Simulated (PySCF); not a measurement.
## Spinor energies of Hg⁷¹⁺ (mercury, charge +71)

Start: [He] 2s2 2p5; 2p1/2 filled at m_j = +1/2; 2p3/2 filled at m_j = -3/2, -1/2, +1/2, +3/2. Calculated with PySCF 2.14 in an even-tempered Gaussian basis (16 s from 59 bohr⁻², ratio 2.4; 13 p from 76 bohr⁻², ratio 2.4; 5 d from 260 bohr⁻², ratio 2.6; 4 f from 390 bohr⁻², ratio 2.6): generalised Hartree-Fock with the X2C-1e Hamiltonian and a Gaussian nucleus; one run each with spin-orbit coupling (SO) screened by Boettger's factors, then bare. This is a chosen level, not necessarily the ground level.

```csv
spinor shell,electrons,"ε, screened SO (eV)","ε, bare SO (eV)",weight of nominal j (bare SO),"rms radius, bare SO (bohr)"
1s1/2,2,-90716.8,-90717.0,1.000,0.0187
2s1/2,2,-21486.7,-21486.8,1.000,0.0739
2p1/2,1,-21029.8,-21076.9,1.000,0.0621
2p3/2,4,-18963.9,-18950.7,1.000,0.0699
```

```json
{"quantity": "E (hartree)", "screened SO": "-12419.15979", "bare SO": "-12418.91894"}
{"quantity": "M_J", "screened SO": "1/2", "bare SO": "1/2"}
{"quantity": "⟨J²⟩", "screened SO": "0.750", "bare SO": "0.750"}
{"quantity": "⟨L²⟩", "screened SO": "2.025", "bare SO": "2.026"}
{"quantity": "⟨S²⟩", "screened SO": "0.775", "bare SO": "0.776"}
```

Each row is a mean over spinors that exchange with the open shell spreads, by up to 23.253 eV (2p3/2).

Breit and QED terms are absent; they matter most for the inner s and p1/2 levels.

Densities and radii are taken from the X2C orbitals without a picture-change correction, which distorts them close to the nucleus.
